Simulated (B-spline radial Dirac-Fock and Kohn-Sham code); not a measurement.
**Satellites and hypersatellites of the K lines of F⁻**

System: fluorine as F⁻, [He] 2s2 2p6, inside a Watson sphere of charge +1 and radius 1.596 Å (a model of the Madelung potential; inside it an electron's potential energy is lowered by 9.0 eV).

Calculated with a B-spline atomic structure program, using Dirac-Fock (average of configuration) total-energy differences with a finite nucleus, the Breit interaction including its frequency dependence, and self-energy and vacuum-polarisation corrections. Each two-hole energy is an average over J within one jj subconfiguration, not an observable level; in light atoms, where LS coupling holds, the j-resolved values are not observed lines, and for a K spectator the Kα1 hypersatellite is nearly forbidden. Electron correlation is not included.

Lines without a spectator: Kα2 (K-L2) 677.6 eV, Kα1 (K-L3) 677.6 eV. Shifts in eV with one spectator hole (a dash: not computed, or left out as unreliable):

```csv
spectator hole,Kα2,Kα1
K (1s),+86.0,+86.0
L2 (2p1/2),+2.43,+3.61
L3 (2p3/2),+3.57,+3.19
```

With n spectator holes in 2p, averaged over the 2p shell (energies in eV):

```
n   KαLⁿ  step  hypersatellite KαʰLⁿ
0  677.6     –                 763.6
1  680.9  +3.4                 768.7
2  686.0  +5.1                 775.5
3  692.7  +6.7                 783.8
4  701.0  +8.3                 793.6
5  710.9  +9.9                 804.8
```
